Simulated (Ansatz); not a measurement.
Consider the cleavage of the Si–B bond: `B[SiH](C)N=C` + HCl → `C=N[SiH](C)Cl` + BH₃.

Gas-phase electronic energies from Ansatz, PBE0-D4/def2-TZVP geometries. CCSD(T)/CBS is the MP2 limit (def2-TZVPP, def2-QZVPP) plus CCSD(T) − MP2 in def2-TZVPP, frozen cores. This one scheme is used for every species. DFT in def2-TZVPP. B3LYP here is the variant with VWN-RPA as its local correlation; programs differ in this. Each species was taken in one conformer, which may not be the lowest.

`B[SiH](C)N=C`:

Cartesian coordinates in Å:
```
B 1.664 -1.344 0.252
Si 0.100 -0.196 -0.267
C 0.632 1.420 -1.049
N -0.888 0.193 1.125
C -2.072 -0.191 1.292
H 1.799 -1.822 1.340
H 2.502 -1.598 -0.565
H -0.699 -0.991 -1.267
H 1.254 1.235 -1.927
H -0.241 1.998 -1.360
H 1.204 2.023 -0.341
H -2.627 0.087 2.196
H -2.627 -0.814 0.570
```

HCl:

```xyz
2

Cl    0.479    0.334    0.262
H    -0.479   -0.334   -0.262
```

`C=N[SiH](C)Cl`:

```xyz
11

C    -0.618   -0.048   -2.125
N    -0.775   -0.444   -0.943
Si    0.416   -0.548    0.303
C    -0.102    0.505    1.735
Cl    2.277    0.086   -0.360
H    -1.467   -0.029   -2.818
H     0.345    0.293   -2.533
H     0.554   -1.977    0.659
H     0.617    0.421    2.552
H    -1.083    0.187    2.095
H    -0.165    1.553    1.436
```

BH₃:

Cartesian coordinates in Å:
```
B 0.000 0.000 0.000
H -1.188 0.110 0.000
H 0.666 0.722 -0.677
H 0.522 -0.832 0.677
```

```json
{"level": "B3LYP-D4", "ΔE (kcal/mol)": "-33.2"}
{"level": "B2PLYP", "ΔE (kcal/mol)": "-33.8"}
{"level": "MP2/def2-TZVPP", "ΔE (kcal/mol)": "-35.2"}
{"level": "MP2/CBS(def2)", "ΔE (kcal/mol)": "-36.2"}
```

Task: What does CCSD(T)/CBS give? (An estimate is asked.)

Result: The calculation gave: -33.2 kcal/mol. The listed levels differ from it by 0.0, -0.6, -2.0, -3.0 kcal/mol.

Largest T1 diagnostic among the species: 0.012.

In def2-TZVPP, CCSD(T) changes the Hartree–Fock value by +4.3 kcal/mol (the triples alone add +0.2 kcal/mol) and MP2 by +1.4 kcal/mol. From PBE to PBE0 (25 % exact exchange), in def2-TZVPP and without D4, ΔE moves by −1.6 kcal/mol.
